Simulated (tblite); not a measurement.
Species: C2H14N2OSi3.
Bonds: C1–Si2, Si2–C3, C3–Si4, Si4–N5, Si4–N6, Si4–O7, O7–Si8. Hydrogens: H9, H10, H11 on C1; H12, H13 on Si2; H14, H15 on C3; H16, H17 on N5; H18, H19 on N6; H20, H21, H22 on Si8.

Computed with GFN2-xTB (tblite), gas phase: L-BFGS steps from a force-field or distance-geometry start until the largest atomic force falls under 0.01 eV/Å.

Step 22: E = -725.0758 eV
```
atom  x, y, z in Å  |  force x, y, z in eV/Å
C1      1.0609    2.3800    1.4093   -0.047   0.047   0.067
Si2     1.5969    1.3280   -0.0702    0.040  -0.055  -0.050
C3      1.3179   -0.5181    0.2789   -0.013  -0.088  -0.004
Si4    -0.4769   -1.1152    0.2861   -0.026  -0.097  -0.035
N5     -0.5496   -2.7984    0.7244    0.030  -0.004  -0.083
N6     -1.4485   -0.1821    1.3681   -0.047   0.004   0.026
O7     -1.1411   -0.8884   -1.1943    0.005   0.022   0.006
Si8    -1.3723   -0.1841   -2.6263   -0.012  -0.028   0.061
H9     -0.0111    2.3192    1.5622   -0.045  -0.021  -0.015
H10     1.3193    3.4237    1.2622   -0.010   0.032  -0.014
H11     1.5377    2.0561    2.3291    0.035  -0.031   0.016
H12     3.0471    1.5286   -0.2799    0.006  -0.016   0.003
H13     0.9173    1.7827   -1.2926   -0.016  -0.030   0.022
H14     1.7812   -0.7839    1.2279   -0.012   0.020  -0.018
H15     1.8460   -1.0883   -0.4844    0.024   0.002   0.005
H16     0.1165   -3.4437    0.3274   -0.002   0.101   0.000
H17    -1.4584   -3.2400    0.7233    0.060   0.072   0.011
H18    -2.4393   -0.1899    1.1874   -0.029   0.050  -0.031
H19    -1.2985   -0.3346    2.3518    0.045   0.036   0.008
H20    -0.1144   -0.1449   -3.3669    0.090  -0.021  -0.008
H21    -1.8970    1.1656   -2.4376   -0.025   0.044   0.048
H22    -2.3440   -1.0528   -3.2867   -0.052  -0.039  -0.017
```

Step 23: E = -725.0785 eV
```
atom  x, y, z in Å  |  force x, y, z in eV/Å
C1      1.0569    2.3789    1.4109   -0.036   0.021   0.034
Si2     1.5931    1.3238   -0.0676    0.083  -0.037  -0.098
C3      1.3189   -0.5239    0.2775   -0.020  -0.043   0.006
Si4    -0.4773   -1.1126    0.2857   -0.039  -0.118  -0.025
N5     -0.5446   -2.7963    0.7195    0.015  -0.022  -0.064
N6     -1.4480   -0.1774    1.3659   -0.054   0.009   0.058
O7     -1.1414   -0.8874   -1.1937   -0.006   0.016   0.010
Si8    -1.3732   -0.1849   -2.6255   -0.013  -0.018   0.062
H9     -0.0149    2.3190    1.5668   -0.038  -0.026  -0.017
H10     1.3145    3.4224    1.2577   -0.003   0.013   0.013
H11     1.5373    2.0521    2.3281    0.027   0.004   0.017
H12     3.0472    1.5205   -0.2784   -0.048  -0.011   0.014
H13     0.9142    1.7806   -1.2918   -0.001  -0.039   0.048
H14     1.7784   -0.7842    1.2299    0.001  -0.004  -0.034
H15     1.8466   -1.0955   -0.4858    0.020   0.018   0.036
H16     0.1229   -3.4358    0.3165    0.004   0.087   0.000
H17    -1.4502   -3.2448    0.7249    0.063   0.085   0.009
H18    -2.4392   -0.1790    1.1861   -0.014   0.043  -0.037
H19    -1.2984   -0.3227    2.3513    0.048   0.032  -0.020
H20    -0.1135   -0.1440   -3.3609    0.103  -0.026  -0.029
H21    -1.8938    1.1655   -2.4356   -0.038   0.054   0.044
H22    -2.3456   -1.0550   -3.2822   -0.053  -0.037  -0.027
```

Step 24: E = -725.0808 eV
```
atom  x, y, z in Å  |  force x, y, z in eV/Å
C1      1.0524    2.3778    1.4127   -0.012  -0.018  -0.014
Si2     1.5900    1.3188   -0.0664    0.082  -0.012  -0.089
C3      1.3190   -0.5303    0.2766   -0.024   0.013   0.009
Si4    -0.4786   -1.1120    0.2856   -0.044  -0.070   0.006
N5     -0.5395   -2.7945    0.7144    0.027  -0.031  -0.032
N6     -1.4479   -0.1724    1.3644   -0.036   0.000   0.024
O7     -1.1421   -0.8866   -1.1924   -0.023   0.008   0.006
Si8    -1.3742   -0.1857   -2.6237   -0.006   0.004   0.026
H9     -0.0195    2.3181    1.5710   -0.016  -0.030  -0.019
H10     1.3097    3.4211    1.2533   -0.002  -0.013   0.039
H11     1.5373    2.0484    2.3274    0.009   0.039   0.006
H12     3.0460    1.5119   -0.2766   -0.069  -0.004   0.018
H13     0.9112    1.7781   -1.2903    0.006  -0.044   0.056
H14     1.7759   -0.7849    1.2314    0.011  -0.029  -0.040
H15     1.8471   -1.1023   -0.4863    0.017   0.024   0.056
H16     0.1300   -3.4263    0.3046    0.019   0.052  -0.006
H17    -1.4408   -3.2486    0.7266    0.023   0.064   0.008
H18    -2.4388   -0.1671    1.1836   -0.009   0.035  -0.032
H19    -1.2974   -0.3099    2.3503    0.044   0.023  -0.009
H20    -0.1112   -0.1432   -3.3557    0.079  -0.032  -0.027
H21    -1.8912    1.1667   -2.4335   -0.041   0.041   0.038
H22    -2.3479   -1.0577   -3.2779   -0.038  -0.021  -0.024
```

Problem. Estimate the geometry and energy of step 25. (The exact step hangs on the optimiser's Hessian estimate; all steps are aligned on step 24, rigid shifts and turns removed.)

Solution. E = -725.0824 eV, largest force 0.063 eV/Å
```
atom  x, y, z in Å  |  force x, y, z in eV/Å
C1      1.0493    2.3764    1.4134    0.009  -0.043  -0.045
Si2     1.5890    1.3149   -0.0668    0.043   0.006  -0.037
C3      1.3179   -0.5344    0.2762   -0.025   0.045   0.009
Si4    -0.4805   -1.1134    0.2864   -0.032  -0.004   0.020
N5     -0.5352   -2.7950    0.7099    0.018  -0.020   0.007
N6     -1.4482   -0.1695    1.3633   -0.022  -0.011   0.015
O7     -1.1427   -0.8853   -1.1908   -0.035   0.000   0.001
Si8    -1.3746   -0.1859   -2.6219    0.003   0.020  -0.018
H9     -0.0228    2.3166    1.5734    0.007  -0.034  -0.022
H10     1.3061    3.4199    1.2512   -0.004  -0.031   0.049
H11     1.5375    2.0467    2.3269   -0.007   0.055  -0.006
H12     3.0439    1.5062   -0.2752   -0.047   0.004   0.015
H13     0.9096    1.7760   -1.2885    0.002  -0.041   0.039
H14     1.7744   -0.7857    1.2317    0.016  -0.041  -0.031
H15     1.8472   -1.1064   -0.4856    0.014   0.019   0.055
H16     0.1358   -3.4201    0.2956    0.045   0.007  -0.023
H17    -1.4335   -3.2525    0.7284   -0.007   0.039   0.006
H18    -2.4389   -0.1565    1.1813    0.001   0.028  -0.022
H19    -1.2962   -0.2986    2.3502    0.034   0.018  -0.020
H20    -0.1083   -0.1428   -3.3531    0.037  -0.036  -0.009
H21    -1.8902    1.1688   -2.4320   -0.035   0.015   0.032
H22    -2.3500   -1.0600   -3.2747   -0.014   0.003  -0.014
```

The energy changes by -0.0016 eV. The first-order estimate −F·Δx gives -0.0023 eV and the mean of the old and new forces, exact on a quadratic surface, -0.0016 eV. The step makes an angle of 73° with the force vector and moves no atom by more than 0.012 Å.

What follows is the cost of the whole relaxation. On one thread of an Arm Neoverse N1, no GPU (shared host), this took 1.6 s.
